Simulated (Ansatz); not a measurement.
(ClGaO)3 ring (Ga3Cl3O3) was relaxed with PBE-D4 (def2-SVP) in Ansatz in these states: charge +1 doublet, neutral singlet. The geometries follow in no particular order.

A:

```xyz
9

Ga    0.515    1.632    0.573
Cl    1.103    3.566    1.251
O     0.283    0.290    1.754
Ga   -0.234   -1.340    1.186
Cl   -0.532   -2.917    2.589
O    -0.503   -1.631   -0.572
Ga   -0.270   -0.295   -1.760
Cl   -0.606   -0.639   -3.837
O     0.245    1.333   -1.184
```

B:

Cartesian coordinates in Å:
```
Ga -1.662 1.144 -0.043
Cl -3.383 2.315 -0.077
O -0.185 1.065 1.008
Ga 1.407 0.154 1.263
Cl 2.554 0.822 2.895
O 1.642 -1.134 0.044
Ga 0.404 -1.397 -1.219
Cl 0.238 -2.751 -2.820
O -1.014 -0.217 -1.052
```

Judge from the bond lengths which geometry belongs to which state (an estimate).

A is the neutral singlet (Ga7–O9 1.802 Å, O3–Ga4 1.802 Å, Ga1–Cl2 2.132 Å); B is the charge +1 doublet (Ga7–O9 1.853 Å, O3–Ga4 1.852 Å, Ga1–Cl2 2.082 Å).
